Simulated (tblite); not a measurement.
Compound: C4H13P3.
SMILES with atom numbers: `[CH3:1][C:2]([CH3:3])([CH3:4])[P:5]([PH2:6])[PH2:7]` (hydrogens: H8, H9, H10 on C1; H11, H12, H13 on C3; H14, H15, H16 on C4; H17, H18 on P6; H19, H20 on P7)

Computed geometry: GFN2-xTB, gas phase.

What internal coordinates does the optimisation give?

| bond | length (pm) |
| --- | --- |
| C1–C2, C2–C3, C2–C4 | 152.8 |
| C2–P5 | 190.0 |
| P5–P6, P5–P7 | 217.6 |
| C1–H8 and 8 like bonds | 109.0 |
| P6–H17 and 3 like bonds | 139.4 |

Bonds in one row agree within 1 pm and their mean is given. A selection of angles:
| angle | degrees |
| --- | --- |
| C2–C1–H8 | 110.8 |
| C2–C1–H10 | 109.7 |
| H8–C1–H9 | 108.5 |
| C1–C2–C3 | 109.9 |
| C1–C2–P5 | 113.2 |
| C3–C2–P5 | 107.0 |
| H11–C3–H12 | 108.6 |
| C2–P5–P6 | 100.5 |
| P6–P5–P7 | 97.2 |
| P5–P6–H17 | 91.7 |
| P5–P6–H18 | 92.8 |
| H17–P6–H18 | 91.5 |

Dihedral angles: C1–C2–P5–P6 41° (synclinal). The mirror-image conformer, all signs reversed, is as good.

P5 (three-coordinate phosphorus) is pyramidal (angles 100.5°, 99.1° and 97.2°, sum 296.7°, 0.99 Å off the plane of its three neighbours). Of the pairs four or more bonds apart, P6···H8 is among the closest relative to their van der Waals radii: 2.71 Å, 90 % of the sum of Bondi's values. P6 (three-coordinate phosphorus) is pyramidal (angles 92.8°, 91.7° and 91.5°, sum 276.0°, 0.87 Å off the plane of its three neighbours).

Point group: C1 (no symmetry element, even within 0.4 Å). Its GFN2-xTB frequencies are all real (lowest 40 cm⁻¹). One conformer, not necessarily the lowest (C2–P5–P6–H 175° and 83°, C2–P5–P7–H 168° and -100°). 2 starts were optimised and ended at 0.00 and 0.96 kcal/mol (GFN2-xTB); the lowest of these is shown.
